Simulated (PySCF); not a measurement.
MB cations for M along group 14

CCSD(T) with double-zeta basis sets in PySCF, for the lowest determinant that a PBE0 search found; no spin–orbit coupling. De refers to high-spin ground-configuration atoms (the charge goes to the atom of lower measured ionisation energy or higher electron affinity, which is not always the lowest computed limit).

```csv
M,basis,"reference, frozen orbitals",charged atom,state (unpaired electrons),Re (Å),ωe (cm⁻¹),De (eV)
Si,"6-31G(d,p)","UHF, 6",Si+,"triplet (σ ↑, π ↑)",2.120,515,2.34
Ge,x2c-SVPall,"UHF, 10",Ge+,"triplet (σ ↑, π ↑)",2.200,445,2.09
Sn,cc-pVDZ-PP/cc-pVDZ,"UHF, 5",Sn+,"triplet (σ ↑, π ↑)",2.438,373,1.62
Pb,def2-SVP,"UHF, 5",Pb+,"triplet (σ ↑, π ↑)",2.497,363,n/a
```

The shortest bond is that of SiB⁺ (2.120 Å), the longest that of BPb⁺ (2.497 Å).

The rows differ in basis set, which adds steps of its own.

Down a group the atoms grow and get heavier, so bonds lengthen and wavenumbers fall; this series shows no clear exception.

Correlated steps freeze the inner cores (5 to 10 orbitals); shallow outer-core shells are correlated. Correlated levels converge slowly with the basis: in double zeta they bind strong bonds too weakly, by up to about 1 eV, and carry superposition errors of some tenths. These are scalar-relativistic numbers at best; spin–orbit coupling would shift them, the dissociation energy most. For an ion De counts to the pair picked by the measured ionisation energies or electron affinities, which need not be the lowest pair at this level. States were picked by a PBE0 search and need not be the measured ground states.
